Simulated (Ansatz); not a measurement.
BeBr₂ was relaxed with PBE0-D4 (def2-TZVP) in Ansatz in these states: charge +1 doublet, neutral singlet. The geometries follow in no particular order.

A:

```xyz
3

Be    0.000    0.000    0.000
Br   -0.267   -0.933   -1.727
Br    0.266    0.933    1.727
```

B:

```xyz
3

Be    0.000    0.000    0.000
Br    0.336   -1.584   -1.090
Br   -0.336    1.585    1.089
```

**Question.** Judge from the bond lengths which geometry belongs to which state (an estimate).

**Answer.** A is the charge +1 doublet (Be1–Br3 1.981 Å, Be1–Br2 1.981 Å); B is the neutral singlet (Be1–Br3 1.952 Å, Be1–Br2 1.952 Å).
